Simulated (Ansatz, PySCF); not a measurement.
Lewis adduct: BH3 (SMILES B) (first 4 atoms) with H2O (SMILES O); geometry from B3LYP-D3(BJ)/def2-TZVP, rigid monomers moved along the line of their centres of mass till B1···O5 is 1.99 Å.
(charge 0, multiplicity 1):
```xyz
7

B      0.2106     0.2493     0.7896
H      0.6172    -0.7672     0.2870
H     -0.8529     0.6372     0.3940
H      1.0372     1.0909     1.0056
O     -0.2479    -0.3295     2.6361
H     -0.9027    -1.0387     2.5920
H      0.5415    -0.6921     3.0593
```

Quantity: the interaction energy.

Monomers are frozen at their geometry in the pair; levels with a basis set take the counterpoise correction.

Cores are frozen in the correlated methods. CBS: X⁻³ extrapolation of the correlation energy, Hartree–Fock from the larger set.

Codes used: Ansatz (Gaussian basis) for Hartree–Fock, density functionals and correlated methods; PySCF for the dispersion terms. Each number belongs to the level named beside it.

Costs are ratios of core time to PBE/def2-TZVPPD (roughly 2.4 s), for whole runs (searches for the state included, and forces where a run took them) on one shared machine, so rough; each difference counts from -18.78 kcal/mol (CCSD(T)/CBS(aug-cc-pVDZ, aug-cc-pVTZ), a level with limits of its own).

A star marks coupled-cluster runs past 200 virtual orbitals, where the program's memory plan changes under this machine's limit, so their costs aren't comparable with smaller runs.

```json
[
 {"level": "PBE/def2-TZVPPD", "basis functions": "162", "cost": "×1", "difference (kcal/mol)": "-2.01"},
 {"level": "PBE-D3(BJ)/def2-TZVPPD", "basis functions": "162", "cost": "×1", "difference (kcal/mol)": "-2.81"},
 {"level": "B3LYP/def2-TZVPPD", "basis functions": "162", "cost": "×1", "difference (kcal/mol)": "1.08"},
 {"level": "B3LYP-D3(BJ)/def2-TZVPPD", "basis functions": "162", "cost": "×1", "difference (kcal/mol)": "-0.24"},
 {"level": "PBE0/def2-TZVPPD", "basis functions": "162", "cost": "×1", "difference (kcal/mol)": "-1.38"},
 {"level": "PBE0-D3(BJ)/def2-TZVPPD", "basis functions": "162", "cost": "×1", "difference (kcal/mol)": "-2.06"},
 {"level": "r2SCAN/def2-TZVPPD", "basis functions": "162", "cost": "×2", "difference (kcal/mol)": "-2.51"},
 {"level": "r2SCAN-D3(BJ)/def2-TZVPPD", "basis functions": "162", "cost": "×2", "difference (kcal/mol)": "-2.73"},
 {"level": "CCSD(T)/aug-cc-pVDZ", "basis functions": "91", "cost": "×3", "difference (kcal/mol)": "1.69"},
 {"level": "wB97X-V/def2-TZVPPD", "basis functions": "162", "cost": "×4", "difference (kcal/mol)": "-0.70"},
 {"level": "wB97M-V/def2-TZVPPD", "basis functions": "162", "cost": "×4", "difference (kcal/mol)": "-1.20"},
 {"level": "CCSD(T)/aug-cc-pVTZ", "basis functions": "207", "cost": "×200*", "difference (kcal/mol)": "0.37"}
]
```

The cheapest listed level whose difference stays within 0.25 kcal/mol: B3LYP-D3(BJ)/def2-TZVPPD (-0.24 kcal/mol, cost ×1).

With a budget of 100 times the cost of PBE/def2-TZVPPD, the closest level: B3LYP-D3(BJ)/def2-TZVPPD, at -0.24 kcal/mol; next is wB97X-V/def2-TZVPPD at -0.70 kcal/mol.

With a budget of 30 times the cost of PBE/def2-TZVPPD, the closest level: B3LYP-D3(BJ)/def2-TZVPPD, at -0.24 kcal/mol; next is wB97X-V/def2-TZVPPD at -0.70 kcal/mol.

Ansatz is a first-principles code.
